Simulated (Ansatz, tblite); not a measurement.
Adding an electron: In₄Sb₃⁺. The state is a singlet with charge 1. Geometry: PBE-D4/def2-SVP. Ansatz, gas phase; energy differences of separate SCF runs; the reduced species was run as a doublet alone.

```xyz
7

In   -0.8185    0.3214    2.0413
In   -2.8343   -1.3926    0.2161
In    1.3277    1.1865   -3.0012
In    1.6558   -1.7300    2.0694
Sb   -1.1267    1.4518   -0.7793
Sb    1.5230    1.2527    0.3136
Sb    0.2730   -1.0898   -0.8598
```

In the def2 sets In, Sb take a core potential; there is no spin–orbit coupling. The xTB rows come from tblite. The structure comes from a short search, and lower isomers may exist.

**Question.** Estimate orbital energies and vertical electron affinities at: GFN2-xTB; PBE-D4/def2-TZVP; r2SCAN-D4/def2-TZVP; PBE0-D4/def2-TZVP.

**Answer.** 
| level | −HOMO (eV) | −LUMO (eV) | vertical EA (eV) | HOMO–LUMO gap (eV) |
| --- | --- | --- | --- | --- |
| GFN2-xTB | 12.42 | 10.91 | 8.77 | 1.52 |
| PBE-D4/def2-TZVP | 8.33 | 6.60 | 4.90 | 1.73 |
| r2SCAN-D4/def2-TZVP | 8.54 | 6.60 | 5.00 | 1.94 |
| PBE0-D4/def2-TZVP | 8.99 | 6.07 | 4.89 | 2.91 |

  Raw xTB energy differences between charge states are shifted by several eV; the methods need an empirical correction for them.
